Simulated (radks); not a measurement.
Problem. The holmium ion Ho4+, configuration [Xe] 4f9. All-electron calculation, Dirac Kohn-Sham, PBE, spin-unpolarised, spherical densities, point nucleus; open shells are shared between the two j in proportion to 2j + 1. Program: a radial shooting solver on a logarithmic mesh with Libxc functionals. Some entries of the table are withheld. Estimate them.

| orbital | occ. | eigenvalue (hartree) | r(max) (bohr) | <r> (bohr) |
|---|---|---|---|---|
| 1s1/2 | 2 | -2039.242 | 0.01311 | 0.02074 |
| 2s1/2 | 2 | -342.5860 | 0.07478 | 0.08753 |
| 2p1/2 | 2 | -326.1233 | 0.05625 | 0.07291 |
| 2p3/2 | 4 | -294.6341 | 0.06237 | 0.08007 |
| 3s1/2 | 2 | -78.13274 | 0.2115 | 0.2294 |
| 3p1/2 | 2 | -70.93813 | 0.1990 | (1) |
| 3p3/2 | 4 | -64.36226 | 0.2118 | (2) |
| 3d3/2 | 4 | -52.03976 | 0.1675 | 0.2054 |
| 3d5/2 | 6 | -50.60376 | 0.1711 | 0.2096 |
| 4s1/2 | 2 | -17.06029 | 0.4838 | 0.5175 |
| 4p1/2 | 2 | -14.20093 | 0.4864 | 0.5269 |
| 4p3/2 | 4 | -12.71489 | 0.5134 | 0.5574 |
| 4d3/2 | 4 | (3) | 0.5168 | 0.5857 |
| 4d5/2 | 6 | (4) | 0.5255 | 0.5963 |
| 5s1/2 | 2 | -3.56866 | 1.112 | 1.225 |
| 5p1/2 | 2 | (5) | 1.199 | 1.346 |
| 5p3/2 | 4 | (6) | 1.272 | 1.429 |
| 4f5/2 | 3.85714 | -2.06516 | (7) | 0.7393 |
| 4f7/2 | 5.14286 | -2.02404 | (8) | 0.7486 |
| 5d3/2 | 0 | -1.40946 | 1.594 | (9) |
| 5d5/2 | 0 | -1.38500 | 1.623 | (10) |
| 6s1/2 | 0 | -1.21854 | 2.584 | 2.744 |
| 6p1/2 | 0 | -0.99448 | 2.900 | 3.081 |
| 6p3/2 | 0 | -0.94786 | 3.035 | 3.213 |

Solution. 
(1) 3p1/2 <r> (bohr): 0.2191
(2) 3p3/2 <r> (bohr): 0.2327
(3) 4d3/2 eigenvalue (hartree): -8.00571
(4) 4d5/2 eigenvalue (hartree): -7.73401
(5) 5p1/2 eigenvalue (hartree): -2.74350
(6) 5p3/2 eigenvalue (hartree): -2.52158
(7) 4f5/2 r(max) (bohr): 0.5118
(8) 4f7/2 r(max) (bohr): 0.5166
(9) 5d3/2 <r> (bohr): 1.873
(10) 5d5/2 <r> (bohr): 1.905
